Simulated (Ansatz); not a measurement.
Reactions of `C[Se][SiH](F)Cl`.

Gas-phase electronic energies from Ansatz, PBE0-D4/def2-TZVP geometries. CCSD(T)/CBS is the MP2 limit (def2-TZVPP, def2-QZVPP) plus CCSD(T) − MP2 in def2-TZVPP, frozen cores. This one scheme is used for every species. Functionals use def2-TZVPP. For Se outer-core shells are correlated without core-valence functions, which leaves a few kJ/mol of doubt a bond. Scalar relativity is left out up to krypton. One conformer a species, not always the lowest.

```tsv
reaction	ωB97X-V (kJ/mol)	CCSD/CBS(def2) (kJ/mol)	B2PLYP (kJ/mol)	r2SCAN-D4 (kJ/mol)	CCSD(T)/CBS(def2) (kJ/mol)
`C[Se][SiH](F)Cl` + `S[SiH2]Cl` → `F[SiH](Cl)S[SiH2]Cl` + `C[SeH]`	-3	1	0	-2	0
`C[Se][SiH](F)Cl` + `CO[SiH2]N` → `CO[SiH2][Se]C` + `N[SiH](F)Cl`	-14	-14	-14	-14	-14
`C[Se][SiH](F)Cl` + `O[SiH2][SiH](O)F` → `O[SiH2][SiH](F)Cl` + `C[Se][SiH](O)F`	-8	-8	-8	-9	-7
`C[Se][SiH](F)Cl` + `O[SiH2]F` → `C[Se][SiH](O)F` + `F[SiH2]Cl`	-4	-3	-4	-4	-3
```

Largest T1 diagnostic: 0.012, for `O[SiH2][SiH](O)F`.
